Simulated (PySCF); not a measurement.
From one molecule to another.

First species: C7H7F3O2.
SMILES: `O=C1C=C[C@H](OC(F)(F)F)CC1`

Second species: C₃H₁₁NO₂Si₃.
SMILES: `CCO[Si@H](O)[SiH2][SiH2]C#N`

Levels: PBE0/pcSseg-1 for HOMO energy, LUMO energy and HOMO–LUMO gap. Geometries: GFN2-xTB. All species are isolated and taken at one optimised geometry, non-relativistic unless stated; the electronic structure was computed with PySCF and density fitting.

Values for the first species:

```
HOMO energy   : -7.60 eV
LUMO energy   : -2.05 eV
HOMO–LUMO gap : 5.55 eV
```

Estimate the same properties for the second species, and the change in each.

| property | first | second | second less first |
| --- | --- | --- | --- |
| HOMO energy | -7.60 eV | -7.99 eV | -0.39 eV |
| LUMO energy | -2.05 eV | -1.08 eV | +0.97 eV |
| HOMO–LUMO gap | 5.55 eV | 6.91 eV | +1.36 eV |

On the first:  GFN2-xTB frequencies show an imaginary mode (28i cm⁻¹), so this geometry is no minimum at that level.

One conformer stands for the species.
